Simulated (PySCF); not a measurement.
A structure optimised at r2SCAN-D4/def2-SVP, used in a PySCF frequency run:

```xyz
13

N      2.3221    -0.1028    -0.4352
C      0.9666    -0.0622    -0.1628
C      0.1562    -1.1965    -0.1645
C     -1.2014    -1.2300     0.0449
C     -1.8535    -0.0052     0.2861
C     -1.0959     1.1707     0.3032
C      0.2840     1.1530     0.0851
H      2.7696    -1.0020    -0.3014
H      2.8685     0.6744    -0.0826
H     -1.7623    -2.1706     0.0282
H     -2.9333     0.0206     0.4579
H     -1.5881     2.1295     0.4919
H      0.8557     2.0884     0.1004
```
Charge 0, spin multiplicity 2.

Problem. Write its SMILES and formula.

Solution. Nc1[c]cccc1, C6H6N

Problem. What are its rotational constants (standard atomic weights)?

Solution. 5.9877, 2.5637, 1.7975 GHz
